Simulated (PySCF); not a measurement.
**Spin states of InB**

Unrestricted PBE0; PySCF, scalar-relativistic core potentials, basis sets In def2-TZVPP with ECP28, B def2-TZVPP. Outer shells of the fragments: In 4d10 5s2 5p1; B 2s2 2p1.

Followed along the bond (rough minima from three points):

```tsv
2Ms+1	unpaired	⟨S²⟩ at the start	R at minimum (Å)	Te (eV)
3	σ ↑, π ↑	2.01	2.43	0.00
3	π ↑↑	2.03	2.22	0.07
1	σ ↓, π ↑	1.02	2.43	0.17
1	π ↑↓	1.01	2.23	0.27
1	none	0.00	2.25	0.99
```

Solutions found at the starting distance of 2.205 Å, counted from the lowest of them; the search is not exhaustive and high or unbound solutions are not listed, so other states can lie among these:

| 2Ms+1 | unpaired | term | E (eV) | ⟨S²⟩ | ⟨Lz²⟩ | μ (D) |
| --- | --- | --- | --- | --- | --- | --- |
| 3 | π ↑↑ | ³Σ⁻ | 0.00 | 2.03 | 0.00 | -2.37 |
| 3 | σ ↑, π ↑ | ³Π | 0.09 | 2.01 | 1.00 | -1.33 |
| 1 | π ↑↓ | mixed | 0.20 | 1.01 | 2.02 | -2.36 |
| 1 | σ ↓, π ↑ | mixed | 0.27 | 1.02 | 1.00 | -1.46 |
| 1 | none | mixed | 0.93 | 0.00 | 2.00 | -2.10 |
| 3 | σ ↑↑, π ↑↓ | mixed | 2.38 | 3.01 | 2.01 | -2.56 |

A term symbol is given only where ⟨S²⟩ and ⟨Lz²⟩ are close to those of a pure state; real π, δ and φ orbitals otherwise mix terms. A positive dipole means In(−)B(+).

Problem. Compare the gap between the two lowest followed solutions at the starting distance with the gap between their minima.

Solution. At PBE0 the second solution (triplet, unpaired electrons π ↑↑) lies -0.09 eV from the first (triplet, unpaired electrons σ ↑, π ↑) at 2.205 Å and +0.07 eV at the minima; the two curves relax by different amounts, since their minima lie near 2.22 and 2.43 Å.

Spin–orbit coupling is left out. Counting both spins, an empty level lies below a filled one in some of these solutions, because spin and occupation are held.
